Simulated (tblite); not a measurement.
Compound: C₈H₉ (doublet state).
Geometry (GFN2-xTB, Å), atoms numbered from 1 in this order:
```
atom  x, y, z in Å
C1     1.099    0.880   -2.779
C2     0.680    0.587   -1.700
C3     0.113    0.304   -0.352
C4    -1.106    1.207   -0.155
C5     1.184    0.675    0.637
C6     1.650   -0.113    1.590
C7    -0.190   -1.165   -0.366
C8    -1.382   -1.721   -0.233
H9    -1.545    1.026    0.825
H10   -0.807    2.251   -0.215
H11   -1.849    1.017   -0.926
H12    1.556    1.686    0.529
H13    2.403    0.229    2.281
H14    1.292   -1.120    1.732
H15    0.680   -1.787   -0.535
H16   -1.503   -2.791   -0.270
H17   -2.281   -1.151   -0.072
```

Computed geometry: GFN2-xTB, gas phase. This method treats the open shell by occupation alone, without spin polarisation.

Take the most abundant isotopes and a rigid rotor. The values belong to one conformer with, in the numbering `[C:1]#[C:2][C:3]([CH3:4])([CH:5]=[CH2:6])[CH:7]=[CH2:8]`, C2–C3–C5–C6 -127°, C2–C3–C7–C8 -118°.

Problem. What are A, B and C (cm⁻¹)?

Solution. Ia = 226.76, Ib = 246.95, Ic = 334.80 u·Å²; 505379 MHz·u·Å²/I gives 2229, 2047 and 1509 MHz, that is A = 0.07434, B = 0.06826, C = 0.05035 cm⁻¹.

Problem. What kind of rotor is it?

Solution. An asymmetric top; Ray's κ = 0.493.

Problem. Is it planar, by Δ = Ic − Ia − Ib?

Solution. Not planar: Δ = Ic − Ia − Ib = -138.91 u·Å². For a rigid frame Δ = −2 Σ m c², so Σ m c² = 69.45 u·Å² lies off the ab plane: 18.75 from hydrogen and 50.70 from heavier atoms. The atom farthest from that plane is 2.27 Å away.

Problem. List the rotational levels J(Ka,Kc) to J = 4 (MHz).

Solution. Above 0(0,0):
J = 1: 1(0,1) 3556, 1(1,1) 3738, 1(1,0) 4275
J = 2: 2(0,2) 10274, 2(1,2) 10313, 2(1,1) 11924, 2(2,1) 12471, 2(2,0) 12865
J = 3: 3(0,3) 19971, 3(1,3) 19976, 3(1,2) 22954, 3(2,2) 23139, 3(2,1) 24504, 3(3,1) 25592, 3(3,0) 25836
J = 4: 4(0,4) 32671, 4(1,4) 32671, 4(1,3) 36976, 4(2,3) 37012, 4(2,2) 39771, 4(3,2) 40270, 4(3,1) 41336, 4(4,1) 43121, 4(4,0) 43251
The levels of one J sum to (2J + 1)J(J + 1)(A + B + C)/3.

Problem. Estimate the classical rotational partition function at 100 K, 200 K and 298.15 K.

Solution. Point group C1, symmetry number σ = 1; q = (√π/σ)·√((kT/h)³/(ABC)), k/h = 20836.6 MHz/K: 64200 at 100 K, 182000 at 200 K, 331000 at 298.15 K.

For this open shell read J as N, the rotation without spin; fine and hyperfine splittings come on top. Its GFN2-xTB frequencies are all real (lowest 55 cm⁻¹). No vibrational averaging or centrifugal distortion is included, and the geometry carries the error of its method.

On Arm Neoverse V1, one thread, shared host with 32 logical CPUs at a one-minute load of 24, this took 0.46 s. This is the geometry optimisation.
